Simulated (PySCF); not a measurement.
# Partial charges of `C[SiH2][Si@@H](C[SiH3])[SiH2][SiH3]`

Species: C2H16Si5.
Atom-mapped SMILES: `[CH3:1][SiH2:2][Si@@H:3]([CH2:4][SiH3:5])[SiH2:6][SiH3:7]` (hydrogens: H8, H9, H10 on C1; H11, H12 on Si2; H13 on Si3; H14, H15 on C4; H16, H17, H18 on Si5; H19, H20 on Si6; H21, H22, H23 on Si7)

Structure used (GFN2-xTB), in Å, numbered top down from 1:
```xyz
23
C2H16Si5 angstrom
C      1.8549   -3.0125    0.5923
Si     1.6219   -1.7518   -0.8092
Si     0.8976    0.2740    0.0863
C      0.3088    1.3742   -1.3688
Si    -0.1563    3.1642   -0.9514
Si    -0.8380    0.1335    1.6414
Si    -2.9493   -0.1357    0.7345
H      2.6224   -2.6868    1.2883
H      2.1489   -3.9857    0.2117
H      0.9369   -3.1459    1.1576
H      0.6453   -2.3250   -1.7525
H      2.8869   -1.7062   -1.5621
H      2.0590    0.9980    0.6566
H      1.0911    1.3901   -2.1288
H     -0.5488    0.8911   -1.8408
H     -0.5936    3.8704   -2.1599
H      1.0073    3.8559   -0.3951
H     -1.2469    3.1720    0.0291
H     -0.5530   -1.0023    2.5404
H     -0.8381    1.2773    2.5701
H     -4.0589    0.0122    1.6796
H     -3.1057   -1.4640    0.1322
H     -3.1972    0.8298   -0.3415
```

Density: PBE0/pcSseg-1 (PySCF); schemes: Mulliken, IAO, Hirshfeld and ESP-fitted. Isolated species at its GFN2-xTB geometry (one conformer only).

Question: At which atom do the 4 schemes differ most?

Answer: At C4: from -0.844 (Mulliken) to -0.247 e (Hirshfeld), 0.597 e apart.

Question: Do the Mulliken, IAO, Hirshfeld and ESP-fitted schemes agree on where the charge is lowest?

Answer: The schemes don't all agree: Mulliken C4 (-0.844); IAO C4 (-0.796); Hirshfeld C4 (-0.247); ESP-fitted C1 (-0.483).

Question: Give the atomic charges in each scheme.

Answer: In e:

| atom | environment | Mulliken | IAO | Hirshfeld | ESP-fitted |
| --- | --- | --- | --- | --- | --- |
| C1 | Si-methyl carbon | -0.620 | -0.702 | -0.213 | -0.483 |
| Si2 | SiH2 silicon | +0.391 | +0.474 | +0.248 | +0.432 |
| Si3 | SiH silicon | +0.118 | +0.319 | +0.184 | +0.097 |
| C4 | sp3 carbon bound to silicon | -0.844 | -0.796 | -0.247 | -0.410 |
| Si5 | SiH3 silicon | +0.509 | +0.607 | +0.309 | +0.415 |
| Si6 | SiH2 silicon | -0.026 | +0.129 | +0.143 | +0.163 |
| Si7 | SiH3 silicon | +0.220 | +0.297 | +0.214 | +0.212 |
| H8 | methyl hydrogen | +0.140 | +0.154 | +0.041 | +0.115 |
| H9 | methyl hydrogen | +0.145 | +0.158 | +0.044 | +0.131 |
| H10 | methyl hydrogen | +0.145 | +0.154 | +0.038 | +0.107 |
| H11 | Si–H hydrogen | -0.061 | -0.111 | -0.083 | -0.132 |
| H12 | Si–H hydrogen | -0.055 | -0.104 | -0.078 | -0.123 |
| H13 | Si–H hydrogen | +0.010 | -0.088 | -0.076 | -0.063 |
| H14 | methylene hydrogen | +0.178 | +0.162 | +0.042 | +0.130 |
| H15 | methylene hydrogen | +0.180 | +0.157 | +0.037 | +0.097 |
| H16 | Si–H hydrogen | -0.080 | -0.116 | -0.079 | -0.112 |
| H17 | Si–H hydrogen | -0.075 | -0.120 | -0.078 | -0.102 |
| H18 | Si–H hydrogen | -0.081 | -0.126 | -0.078 | -0.105 |
| H19 | Si–H hydrogen | -0.022 | -0.085 | -0.077 | -0.081 |
| H20 | Si–H hydrogen | -0.003 | -0.075 | -0.071 | -0.073 |
| H21 | Si–H hydrogen | -0.048 | -0.089 | -0.069 | -0.067 |
| H22 | Si–H hydrogen | -0.056 | -0.098 | -0.076 | -0.080 |
| H23 | Si–H hydrogen | -0.064 | -0.102 | -0.075 | -0.068 |

Mean size of the charges over all atoms: IAO 0.227 e, Mulliken 0.177 e, ESP-fitted 0.165 e, Hirshfeld 0.113 e. Each set sums to the total charge, 0, to within 0.001 e. The ESP scheme is a least-squares fit of atom-centred charges to the potential on four shells outside the van der Waals surface, with the total charge fixed. The Mulliken scheme counts on each atom the diagonal of the density matrix times the overlap matrix over that atom's basis functions.

Question: Sum the charges by element.

Answer: 
| element | atoms | Mulliken | IAO | Hirshfeld | ESP-fitted |
| --- | --- | --- | --- | --- | --- |
| C | 2 | -1.464 | -1.499 | -0.460 | -0.893 |
| Si | 5 | +1.212 | +1.826 | +1.098 | +1.319 |
| H | 16 | +0.252 | -0.328 | -0.638 | -0.426 |

Question: How closely do the schemes follow one another over all atoms?

Answer: Correlation coefficient and root-mean-square difference: Mulliken with IAO 0.97, 0.075 e; IAO with ESP-fitted 0.97, 0.116 e; Hirshfeld with ESP-fitted 0.95, 0.091 e; IAO with Hirshfeld 0.94, 0.185 e; Mulliken with ESP-fitted 0.93, 0.113 e; Mulliken with Hirshfeld 0.84, 0.175 e.

Question: How many electrons does the ESP-fitted scheme count on C1?

Answer: Z − q = 6 − (-0.483) = 6.483.
